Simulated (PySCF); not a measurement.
Titanium: a sound run and one with changed settings

Sound run: Ti [Ar] 3d2 4s2, Ti+ [Ar] 3d2 4s1. Computed with PySCF 2.14 in jorge-DZP-DKH (8s6p2d1f, 43 functions), with scalar relativity by spin-free X2C-1e. In the sound run the correlated levels freeze [Ar]. The sound run starts from symmetry-adapted Hartree-Fock orbitals and uses a fine grid where one is needed.

A second run was set up differently.

```tsv
species	method	sound run (hartree)	changed run (hartree)	converged
Ti	MP2	-852.74808	-853.02330	yes
Ti+	MP2	-852.52053	-852.78859	yes
```

Ionisation energy of Ti:

| method | sound run (eV) | changed run (eV) |
| --- | --- | --- |
| UHF | 5.524 | 5.524 |
| MP2 | 6.192 | 6.387 |
| SCS-MP2 | 6.329 | 6.452 |

Question: What was changed?
A. a valence shell is frozen
B. all electrons correlated in a valence basis
C. too few SCF iterations
D. minimal basis

Answer: B. A valence basis has no tight correlating functions, so it recovers only part of the core correlation, and not evenly between atom and ion.
